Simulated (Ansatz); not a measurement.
Reaction (redistribution): `C=[C](F)[InH][CH3]` + `OCBCl` → `[CH3][InH][CH2]O` + `C=C(F)BCl`

Calculated with Ansatz (gas phase, PBE0-D4/def2-TZVP geometries, no zero-point term in ΔE). CCSD(T)/CBS is the MP2 limit (def2-TZVPP, def2-QZVPP) plus CCSD(T) − MP2 in def2-TZVPP, frozen cores. Functionals use def2-TZVPP. B3LYP here is the variant with VWN-RPA as its local correlation; programs differ in this. def2 core potentials past Kr. For In outer-core shells are correlated without core-valence functions, which leaves a few kJ/mol of doubt a bond. Each species was taken in one conformer, which may not be the lowest.

```
             species  B3LYP-D4 energy (Eh)
`C=[C](F)[InH][CH3]`            -408.02858
             `OCBCl`            -600.91121
  `[CH3][InH][CH2]O`            -345.88856
         `C=C(F)BCl`            -663.04818
```

(1) Work out ΔE.

Largest T1 diagnostic among the species: 0.013.

Answers

(1) ΔE = (-345.88856) + (-663.04818) − (-408.02858) − (-600.91121) = 0.00305 Eh = +8.0 kJ/mol. CCSD(T)/CBS gives +12.2 kJ/mol.
